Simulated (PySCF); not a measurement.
F₂OS, SMILES O=S(F)F (connectivity only; charge and spin as stated), charge +1, multiplicity 2.

Coordinates come from a B3LYP-D3(BJ)/def2-TZVP optimisation. The multiplicity is an assumed one; other spin states were not compared.

Computed with TDA-B3LYP/def2-SVPD (PySCF 2.14.0).

Vertical excitations. Isolated molecule, no solvent.

```csv
state,energy (eV),λ (nm),f,main pairs
root 1,2.34,530,0.001,β HOMO→LUMO 99 %
root 2,3.23,383,0.013,β HOMO−1→LUMO 93 %
root 3,4.93,251,0.001,β HOMO−2→LUMO 99 %
root 4,5.38,231,0.026,β HOMO−3→LUMO 92 %
root 5,5.52,225,0.007,β HOMO−4→LUMO 97 %
root 6,6.92,179,0.001,β HOMO−5→LUMO 96 %
root 7,7.61,163,0.026,β HOMO−6→LUMO 92 %
root 8,7.71,161,0.019,α HOMO→LUMO 91 %
root 9,8.30,149,0.012,"α HOMO→LUMO+1 83 %, β HOMO→LUMO+1 11 %"
root 10,8.43,147,0.002,"α HOMO−1→LUMO 49 %, α HOMO→LUMO+1 11 %, β HOMO→LUMO+1 35 %"
```
Unrestricted roots are not spin-pure.
